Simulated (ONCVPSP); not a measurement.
An all-electron radial function and its pseudo partner (zinc (Zn))

Columns: radius, all-electron u(r) and pseudo u(r) of the 3s shell (level -128.92 eV) of zinc in the configuration [Ne] 3s2 3p6 3d10 4s2; PBEsol, scalar-relativistic, ONCV scheme, ONCVPSP 4.0.1.

```csv
r (bohr),all-electron,pseudo
0.053,0.1721,0.1623
0.105,-0.4958,0.3192
0.158,-0.7230,0.4747
0.210,-0.5267,0.6207
0.262,-0.1271,0.7578
0.315,0.3195,0.8856
0.368,0.7107,0.9976
0.420,1.0039,1.0889
0.473,1.2034,1.1596
0.525,1.3120,1.2048
0.578,1.3523,1.2262
0.630,1.3389,1.2231
0.683,1.2881,1.1973
0.735,1.2141,1.1519
0.788,1.1245,1.0883
0.840,1.0299,1.0122
0.893,0.9320,0.9255
0.945,0.8382,0.8365
0.998,0.7471,0.7468
1.050,0.6637,0.6635
1.102,0.5869,0.5868
1.155,0.5157,0.5156
1.208,0.4516,0.4515
1.260,0.3953,0.3952
1.313,0.3443,0.3442
1.365,0.2999,0.2999
```

Question: How many radial nodes do the two functions have?

Answer: The all-electron 3s function has n − l − 1 = 2; the pseudo-wave has 0, since the states of the same l below it are removed with the core.

Question: At about which radius was the pseudo-wave matched?

Answer: 1.05 bohr, where the columns begin to agree (steps of 0.05 bohr).

Question: Is the pseudo-wave norm-conserving?

Answer: Yes: the ONCV scheme keeps the norm inside the radius equal to the all-electron one, which fixes the energy derivative of the logarithmic derivative at the level.
